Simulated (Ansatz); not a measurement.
The pair A = NH3 (SMILES N) (first 4 atoms), B = CHN (SMILES C#N); geometry from B3LYP-D3(BJ)/def2-TZVP.
(charge 0, multiplicity 1):
```csv
atom,x (Å),y (Å),z (Å)
N,-0.3143,0.0262,0.0127
H,-1.1880,0.4366,-0.2992
H,0.4363,0.5891,-0.3731
H,-0.2471,-0.8937,-0.4094
C,-0.1560,-0.1174,3.1640
N,-0.0999,-0.1683,4.3091
H,-0.2095,-0.0691,2.0800
```

Frozen-core correlation. MP2 and its Hartree–Fock in aug-cc-pVQZ are density fitted.

The values were computed with Ansatz (a program for electronic structure) with Gaussian orbitals. Each number belongs to the level named beside it.

The counterpoise-corrected interaction energy is E(AB) − E(A in the pair's basis) − E(B in the pair's basis). Total energies (hartree):

```
level                          AB  A in the pair's basis  B in the pair's basis
-------------------  ------------  ---------------------  ---------------------
HF/aug-cc-pVTZ       -149.1384435            -56.2202312            -92.9094554
MP2/aug-cc-pVTZ      -149.7302329            -56.4608794            -93.2592135
HF/aug-cc-pVQZ       -149.1473225            -56.2238440            -92.9147111
MP2/aug-cc-pVQZ      -149.7721578            -56.4778528            -93.2839081
CCSD(T)/aug-cc-pVTZ  -149.7720708            -56.4808691            -93.2811303
```

Work out the counterpoise-corrected interaction energy at the basis-set limit: extrapolate the MP2 correlation part as X⁻³, take Hartree–Fock from the larger set, and add the CCSD(T) − MP2 difference of aug-cc-pVTZ.


1. Differences (1 hartree = 627.509 kcal/mol): HF/aug-cc-pVTZ -5.495; MP2/aug-cc-pVTZ -6.363; HF/aug-cc-pVQZ -5.502; MP2/aug-cc-pVQZ -6.524; CCSD(T)/aug-cc-pVTZ -6.320.
2. Correlation parts, MP2 less HF: -0.868 in aug-cc-pVTZ (X = 3), -1.022 in aug-cc-pVQZ (X = 4).
3. Limit (4³·(-1.022) − 3³·(-0.868))/(4³ − 3³) = -1.135; with HF/aug-cc-pVQZ it gives -6.637.
4. CCSD(T) less MP2 in aug-cc-pVTZ: 0.043.
Result: -6.59 kcal/mol, against -6.36 at MP2/aug-cc-pVTZ. It is an estimate of this method's limit, not of the exact value.
